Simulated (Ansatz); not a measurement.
Computed with Ansatz on PBE0-D4/def2-TZVP structures; ΔE is electronic, products minus reactants. CCSD(T)/CBS adds triple-zeta CCSD(T) − MP2 to the extrapolated MP2 energy (def2 sets, frozen cores). This one scheme is used for every species. def2 core potentials past Kr. For Br, In outer-core shells are correlated without core-valence functions, which leaves a few kJ/mol of doubt a bond. Scalar relativity is left out up to krypton. One conformer a species, not always the lowest.

Consider the formal hydrolysis of the In–S bond: `[SH][In]([Br])[Br]` + H₂O → `[OH][In]([Br])[Br]` + H₂S.

`[SH][In]([Br])[Br]`:

```xyz
5

S     1.248    1.330    0.620
In   -0.031   -0.409   -0.331
Br    0.937   -1.925   -1.985
Br   -2.370   -0.739    0.320
H     0.215    1.743    1.376
```

H₂O:

```xyz
3

O    -0.201   -0.138    0.303
H     0.613   -0.488   -0.067
H    -0.412    0.626   -0.236
```

`[OH][In]([Br])[Br]`:

Z-matrix (Å, degrees):
```
In
O 1 1.964
Br 1 2.431 2 119.0
Br 1 2.448 2 119.2 3 -180.0
H 2 0.962 1 111.8 3 -180.0
```

H₂S:

Cartesian coordinates in Å:
```
S 0.535 -0.312 -0.015
H -0.105 0.389 0.932
H -0.429 -0.077 -0.917
```

| species | CCSD(T)/CBS(def2) energy (Eh) |
| --- | --- |
| `[SH][In]([Br])[Br]` | -5734.97677 |
| H₂O | -76.37941 |
| `[OH][In]([Br])[Br]` | -5412.35748 |
| H₂S | -398.97279 |

Question: Work out ΔE.

Answer: ΔE = (-5412.35748) + (-398.97279) − (-5734.97677) − (-76.37941) = 0.02591 Eh = +16.3 kcal/mol.

Largest T1 diagnostic among the species: 0.012.

From r2SCAN to r2SCAN0 (25 % exact exchange), in def2-TZVPP and without D4, ΔE moves by +1.6 kcal/mol. At CCSD(T), def2-SVP lies −1.6 kcal/mol from the extrapolated value and def2-TZVPP −0.5 kcal/mol. The D4 term adds +1.1 kcal/mol with B3LYP and +0.6 kcal/mol with PBE0; it sums over pairs of atoms, weighted by their polarisabilities, and B3LYP, whose exchange is more repulsive, gets the larger term.

B3LYP here is the variant with VWN-RPA as its local correlation; programs differ in this.
